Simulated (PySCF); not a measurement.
C₆H₁₅P.
Numbering: `[CH3:1][CH2:2][P:3]([CH2:4][CH3:5])[CH2:6][CH3:7]` (hydrogens: H8, H9, H10 on C1; H11, H12 on C2; H13, H14 on C4; H15, H16, H17 on C5; H18, H19 on C6; H20, H21, H22 on C7)

Torsions of this conformer, `[CH3:1][CH2:2][P:3]([CH2:4][CH3:5])[CH2:6][CH3:7]`: C1–C2–P3–C4 178°, C2–P3–C4–C5 77°, C2–P3–C6–C7 178°.

The closed-shell ground state was solved at several levels (PySCF, density fitting, gas phase, non-relativistic). Isolated species at its PBE0-D3(BJ)/def2-SVP geometry (one conformer only).

| level | basis functions | HOMO (eV) | LUMO (eV) | gap (eV) | dipole (D) |
| --- | --- | --- | --- | --- | --- |
| PBE0/def2-SVPD | 264 | -6.26 | 0.82 | 7.08 | 1.33 |
| wB97X-D/pcSseg-1 | 201 | -8.16 | 3.02 | 11.18 | 1.28 |

(1) Estimate the row for PBE0/pcSseg-1, a basis of 201 functions; the other rows only guide the guess.

(2) Over all these levels, which gives the widest orbital gap and which the narrowest?

(3) How far do the dipole and the HOMO energy spread over the levels?

## Answers

(1) HOMO -6.30 eV, LUMO 1.26 eV, gap 7.56 eV, dipole 1.27 D.

(2) wB97X-D/pcSseg-1 (range-separated hybrid) has the widest, 11.18 eV, and PBE0/def2-SVPD (global hybrid, 25 % exact exchange) the narrowest, 7.08 eV. Functional and basis both differ between the two, so the spread mixes both effects.

(3) The dipole runs from 1.27 to 1.33 D (mean 1.29 D) and the HOMO from -8.16 to -6.26 eV.
